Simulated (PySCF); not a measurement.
## Bond energies at PBE/def2-TZVPP beside a composite method

PySCF, lowest determinants of a PBE0 search. The composite is CCSD(T) extrapolated to the basis-set limit from two correlation-consistent sets, with core-valence (CV) and scalar-relativistic (SR) terms as its label shows; it has no spin–orbit coupling and nothing beyond (T).

| species | state (unpaired electrons) | De PBE (eV) | De composite (eV) | composite | dissociates to |
| --- | --- | --- | --- | --- | --- |
| BrF | singlet (closed shell) | 3.12 | 2.72 | CCSD(T)/CBS(TQ)+CV | Br + F |
| AlSi | quartet (σ ↑, π ↑↑) | 2.78 | 2.55 | CCSD(T)/CBS(TQ)+CV+SR | Al + Si |
| BiS | doublet (π ↑) | 3.70 | 3.15 | CCSD(T)/CBS(DT) | Bi + S |
| CaS | singlet (closed shell) | 3.99 | 3.26 | CCSD(T)/CBS(DT)+CV | Ca + S |
| SbO | doublet (π ↑) | 4.78 | 4.16 | CCSD(T)/CBS(DT) | Sb + O |
| SiO | singlet (closed shell) | 8.49 | 8.31 | CCSD(T)/CBS(TQ)+CV+SR | Si + O |
| InCl | singlet (closed shell) | 4.69 | 4.61 | CCSD(T)/CBS(DT)+CV | In + Cl |
| TlF | singlet (closed shell) | 5.45 | 5.24 | CCSD(T)/CBS(DT)+CV | Tl + F |

Does PBE bind more or less than the composite, by how much on average, and where is the difference largest?

PBE/def2-TZVPP binds more on average, method and basis taken together: the mean signed difference is +0.38 eV and the mean absolute one 0.38 eV; it is largest for CaS (+0.73 eV).

The molecules are drawn from runs that passed checks on state, spin purity and fit, so the hardest cases are missing and the errors look smaller than over all diatomics.

Correlated steps freeze the inner cores (5 to 10 orbitals); shallow outer-core shells are correlated. These are scalar-relativistic numbers at best; spin–orbit coupling would shift them, the dissociation energy most. Where the molecule has an RHF reference, its open-shell atoms are computed with UHF. The CCSD T1 diagnostic is raised in AlSi, CaS, SiO, a sign that a single reference may not be enough there. States were picked by a PBE0 search and need not be the measured ground states.
